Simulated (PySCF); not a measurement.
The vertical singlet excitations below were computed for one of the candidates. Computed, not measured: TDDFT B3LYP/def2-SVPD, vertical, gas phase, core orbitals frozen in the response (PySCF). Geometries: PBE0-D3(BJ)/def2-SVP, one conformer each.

| state | λ (nm) | f |
| --- | --- | --- |
| S1 | 184.3 | 0.0026 |
| S2 | 167.1 | 0.014 |
| S3 | 166.0 | 0.030 |
| S4 | 163.9 | 0.054 |
| S5 | 160.0 | 0.011 |
| S6 | 159.6 | 0.0046 |
| S7 | 158.6 | 0.0015 |
| S8 | 156.3 | 0.0091 |
| S9 | 155.4 | 0.020 |
| S10 | 153.9 | 0.0074 |

Triplets computed (Tamm–Dancoff): 6.47, 7.18, 7.28, 7.43 eV.

Question: Which candidate is it? All have the formula C4H10OSi.
A. `C=CCC[SiH2]O`
B. `[SiH3]OCC1CC1`
C. `CO[C@H]1CC[SiH2]1`

Answer: B. Its S1, at 6.73 eV, is the highest among the candidates; the nearest of the others has S1 at 6.36 eV. S1 is HOMO→LUMO (92%). Löwdin shares by element: HOMO oxygen 39%, carbon 20% or more, silicon 7% (atoms not listed hold the other 33%); LUMO silicon 37%, hydrogen 23% or more, oxygen 10% (atoms not listed hold the other 30%). At the same level the other candidates give, for their lowest levels:
- `CO[C@H]1CC[SiH2]1`: 217 nm (f 0.048); 200 nm (f 0.013); 188 nm (f 0.031); 185 nm (f 0.038); 179 nm (f 0.027); T1 5.29 eV; HOMO -6.64, LUMO -0.06 eV
- `C=CCC[SiH2]O`: 195 nm (f 0.012); 182 nm (f 0.047); 180 nm (f 0.014); 176 nm (f 0.261); 168 nm (f 0.010); T1 4.43 eV; HOMO -7.23, LUMO -0.24 eV

Shape of the structure used: `[SiH3:1][O:2][CH2:3][CH:4]1[CH2:5][CH2:6]1`: Si1–O2–C3–C4 -179°, O2–C3–C4–C5 -81°.

Without π bonds the low states are Rydberg-like; a valence basis with one diffuse set may place them up to an eV too high.
